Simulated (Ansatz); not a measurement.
Reaction (ligand exchange at the Si–C bond): `Cl[SiH2]CI` + `BN` → `BN[SiH2]Cl` + `CI`

Calculated with Ansatz (gas phase, PBE0-D4/def2-TZVP geometries, no zero-point term in ΔE). CCSD(T)/CBS is the MP2 limit (def2-TZVPP, def2-QZVPP) plus CCSD(T) − MP2 in def2-TZVPP, frozen cores. This one scheme is used for every species. DFT in def2-TZVPP. Elements past krypton have def2 core potentials. For I outer-core shells are correlated without core-valence functions, which leaves a few kJ/mol of doubt a bond. One conformer a species, not always the lowest.

```
  level  ΔE (eV)
PBE0-D4    -0.47
 r2SCAN    -0.51
```

Question: What does CCSD(T)/CBS give? (An estimate is asked.)

Answer: Computed: -0.50 eV. The listed levels differ from it by 0.03, -0.01 eV.

Largest T1 diagnostic among the species: 0.012.

From PBE to PBE0 (25 % exact exchange), in def2-TZVPP and without D4, ΔE moves by −0.03 eV. In def2-TZVPP, CCSD(T) changes the Hartree–Fock value by +0.17 eV (the triples alone add +0.02 eV) and MP2 by +0.19 eV.
